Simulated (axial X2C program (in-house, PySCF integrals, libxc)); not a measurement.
## Nuclear properties of SbBr

Calculated with an in-house all-electron X2C program for linear molecules (integrals from PySCF): two-component X2C with atomic mean-field Coulomb and Gaunt terms, Gaussian nuclei, basis Sb dyall-cv3z, Br dyall-cv3z with contracted cores.

R = 2.495 Å (near the PBE0 minimum at charge 0 of the determinant lowest at the starting distance; the state shown can have its own minimum elsewhere).

Input and command:
```json
{"zs": [51, 35], "q": 0, "bas": ["dyall-cv3z", "dyall-cv3z"], "r0": 2.54, "levels": ["PBE0", "HF", "LDA", "B3LYP", "BHandHLYP"], "nst": 3}
```
```bash
python soeom.py task.json out
```

Keys: zs atomic numbers; q charge; bas basis sets; r0 starting distance in Å; levels methods; nst determinants followed.

Determinant lowest in the PBE0 search, Ω = 1 (⟨Sz⟩ = 0.99, ⟨Lz⟩ = 0.01 at PBE0), spin on the atoms Sb 0.96, Br 0.04:

```tsv
level	Eeff magnitude (GV/cm)	Ws magnitude Sb (kHz)	Ws magnitude Br (kHz)	A∥/gI Sb (MHz)	qzz Sb (a.u.)	A∥/gI Br (MHz)	qzz Br (a.u.)	μ (D)
PBE0	0.484	0.213	0.0254	-1070	3.61	-50.2	4.86	-1.82
HF	1.95	1.24	0.0569	-992	3.80	-9.33	4.96	-2.30
LDA	1.49	0.819	0.00395	-993	3.73	-76	4.68	-1.49
B3LYP	1.13	0.559	0.0425	-960	3.80	-51.3	4.69	-1.77
BHandHLYP	0.731	0.304	0.0641	-933	3.92	-29.2	4.84	-2.05
```

Determinant 0.36 eV from it at PBE0 and this distance, Ω = 0 (closed shell), highest spinor 85% Sb p, 12% Br p:

```json
{"level": "PBE0", "qzz Sb (a.u.)": "4.33", "qzz Br (a.u.)": "4.46", "μ (D)": "-1.71"}
{"level": "HF", "qzz Sb (a.u.)": "4.32", "qzz Br (a.u.)": "4.63", "μ (D)": "-2.26"}
{"level": "LDA", "qzz Sb (a.u.)": "4.49", "qzz Br (a.u.)": "4.31", "μ (D)": "-1.41"}
{"level": "B3LYP", "qzz Sb (a.u.)": "4.42", "qzz Br (a.u.)": "4.37", "μ (D)": "-1.70"}
{"level": "BHandHLYP", "qzz Sb (a.u.)": "4.41", "qzz Br (a.u.)": "4.58", "μ (D)": "-2.02"}
```

Eeff is the effective electric field on the electron electric dipole moment in this Ω state and Ws the scalar–pseudoscalar constant of the nucleus named (defined with the proton number Z and per Ω); A∥ (defined per Ω) follows by multiplying with gI = μI/(I μN); qzz is the electric field gradient, eQq0 = 234.96 MHz × Q/barn × qzz; μ is positive if the Br end (last atom) is positive. The operators were transformed with the bare-nucleus X2C matrices; with these basis sets, hyperfine constants and field gradients can be off by tens of per cent, and where levels differ in sign neither size nor sign is settled.

Problem. With gI(121Sb) = 1.3454, Q(121Sb) = -0.543 barn, Q(79Br) = 0.3087 barn (g factors from the IAEA table of nuclear moments by Stone; Q from Pyykkö, Mol. Phys. 2018), turn the PBE0 values of the first state into constants in MHz.

Solution. A∥(121Sb) = -1070 × 1.3454 = -1440 MHz; eQq0(121Sb) = 234.96 × (-0.543) × (3.61) = -461 MHz; eQq0(79Br) = 234.96 × (0.3087) × (4.86) = 353 MHz.

Each state is one determinant with collinear spin, which with several unpaired electrons need not be a pure state. Unrestricted Hartree–Fock can overshoot spin polarisation at the nuclei. In the state Ω = 1 the sign of Eeff differs between levels (HF against PBE0). A closed determinant beside an open π² or δ² triplet, such as (π1/2)², mixes with its partner pair into the 0⁺ component of the triplet and ¹Σ⁺, so its energy is not that of a level, and 0⁺ can lie lowest. With several open shells hyperfine constants can be off by a factor of several. Where Eeff spreads by more than a factor of two the levels disagree and none is to be relied on. Open-shell Ω = 0 determinants with evenly filled partner blocks cannot be reached by this program, so the Ω shown need not be the lowest component. States lie within half an eV, so the first need not be the ground state. The sign of Ws at Sb differs between levels in the first state. Further determinants of the search, some of them spin-mixed, are not shown. Where a field gradient or hyperfine factor spreads by more than a factor of two over the levels, a constant derived from it is not to be relied on. PBE0 term energies can be off by some tenths of an eV.
